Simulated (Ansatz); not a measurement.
## From O to Se: the HOMO–LUMO gap

One atom is swapped for its congeners: GaH3(OH2); GaH3(SH2); GaH3(SeH2). All are singlets with charge 0.

Shapes, held fixed at every level: PBE0-D4/def2-TZVP. Programs: Ansatz 0.2.0. Values in eV.

```
                level  GaH3(OH2)  GaH3(SH2)  GaH3(SeH2)
     SPW92/def2-TZVPP       4.88       5.14        4.90
 r2SCAN-D4/def2-TZVPP       5.89       5.79        5.51
  BHLYP-D4/def2-TZVPP       9.00       9.49        9.23
   PBE0-D4/def2-TZVPP       7.12       7.44        7.11
r2SCAN0-D4/def2-TZVPP       7.69       7.85        7.47
   wB97X-V/def2-TZVPP      11.49      11.95       11.70
   wB97M-V/def2-TZVPP      10.93      11.44       11.33
```

At wB97M-V/def2-TZVPP the HOMO–LUMO gap isn't monotonic: it is largest for S and smallest for O (11.44 and 10.93 eV). 4 of 7 levels show this order throughout; 4 agree on the largest and the smallest. Relativity is left out for Ga, Se unless named. Orbital gaps aren't excitation energies, and the LUMO depends on the basis.
